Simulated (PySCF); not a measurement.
Input for PySCF: D3(BJ) and D4 dispersion corrections on CH4Sn (SMILES [CH3][SnH]), a point of a torsion scan.

```python
from pyscf import gto
from pyscf.dispersion import dftd3, dftd4

mol = gto.M(
    atom='''
    C    -0.64987070    0.01503226   -0.01311949
    Sn    1.39140601    0.97373905   -0.07791775
    H    -0.79614909   -0.50365854    0.93634796
    H    -1.43046075    0.77552993   -0.07857553
    H    -0.81919149   -0.70338445   -0.81255547
    H     1.94414567    0.03539190   -1.54394754
    ''',
    basis='def2-svp',
    charge=0, spin=0, verbose=0, max_memory=1800)
d3, d4 = {}, {}
for xc in ['hf', 'pbe', 'blyp', 'revpbe', 'tpss', 'r2scan', 'b3lyp', 'pbe0', 'bhlyp', 'camb3lyp', 'b2plyp']:
    d3[xc] = float(dftd3.DFTD3Dispersion(mol, xc=xc, version='d3bj', atm=False).get_dispersion()['energy'])
    print(f'D3(BJ) {xc:10s} {d3[xc]:14.8f} Eh')
for xc in ['hf', 'pbe', 'blyp', 'revpbe', 'tpss', 'r2scan', 'b3lyp', 'pbe0', 'bhlyp', 'camb3lyp', 'b2plyp']:
    d4[xc] = float(dftd4.DFTD4Dispersion(mol, xc={'camb3lyp': 'cam-b3lyp'}.get(xc, xc), atm=True).get_dispersion()['energy'])
    print(f'D4     {xc:10s} {d4[xc]:14.8f} Eh')
```

The log:

```
D3(BJ) hf            -0.02975400 Eh
D3(BJ) pbe           -0.00339137 Eh
D3(BJ) blyp          -0.00774879 Eh
D3(BJ) revpbe        -0.00849760 Eh
D3(BJ) tpss          -0.00437823 Eh
D3(BJ) r2scan        -0.00087745 Eh
D3(BJ) b3lyp         -0.00640951 Eh
D3(BJ) pbe0          -0.00301120 Eh
D3(BJ) bhlyp         -0.00539320 Eh
D3(BJ) camb3lyp      -0.00288690 Eh
D3(BJ) b2plyp        -0.00316404 Eh
D4     hf            -0.01207586 Eh
D4     pbe           -0.00330680 Eh
D4     blyp          -0.00738791 Eh
D4     revpbe        -0.00999028 Eh
D4     tpss          -0.00446173 Eh
D4     r2scan        -0.00071863 Eh
D4     b3lyp         -0.00544100 Eh
D4     pbe0          -0.00275873 Eh
D4     bhlyp         -0.00443177 Eh
D4     camb3lyp      -0.00281221 Eh
D4     b2plyp        -0.00227025 Eh
```

The run finished.

Cost: around 0.020 core-seconds (rough).
